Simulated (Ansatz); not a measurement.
Consider the formal exchange of groups at the Se–C bond: `N=C(Cl)[SeH]` + `CO[SiH3]` → `CO[SiH2][SeH]` + `N=CCl`.

Gas-phase electronic energies from Ansatz, PBE0-D4/def2-TZVP geometries. CCSD(T)/CBS is the MP2 limit (def2-TZVPP, def2-QZVPP) plus CCSD(T) − MP2 in def2-TZVPP, frozen cores. This one scheme is used for every species. Functionals use def2-TZVPP. For Se outer-core shells are correlated without core-valence functions, which leaves a few kJ/mol of doubt a bond. Scalar relativity is left out up to krypton. One conformer a species, not always the lowest.

```json
{"level": "CAM-B3LYP-D4", "ΔE (kJ/mol)": "-99.9"}
{"level": "LC-ωPBE", "ΔE (kJ/mol)": "-105.8"}
```

Question: What does CCSD(T)/CBS give? (Estimate.)

Answer: Computed: -103.8 kJ/mol. The listed levels differ from it by 3.9, -2.0 kJ/mol.

Largest T1 diagnostic among the species: 0.012.

At CCSD(T), def2-SVP lies +6.3 kJ/mol from the extrapolated value and def2-TZVPP +4.5 kJ/mol. From BLYP to BHLYP (50 % exact exchange), in def2-TZVPP and without D4, ΔE moves by −14.5 kJ/mol.
